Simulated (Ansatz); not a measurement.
Harmonic frequencies (cm⁻¹) at PBE0-D4/def2-TZVP from Ansatz: 85, 97, 117, 147, 155, 198, 372, 381, 483, 507, 652, 664, 1542, 3561, 3652.

Each molecule was computed in one conformer, which needn't be the lowest.

Q: Which molecule is it?
A. `[OH][Hf]([OH])([OH])[I]`
B. `[F][Hf]([F])([F])[SH]`
C. `[SH][Hf]([SH])([SH])[Cl]`
D. `[NH2][Hf]([F])([Cl])[Cl]`

A: D.
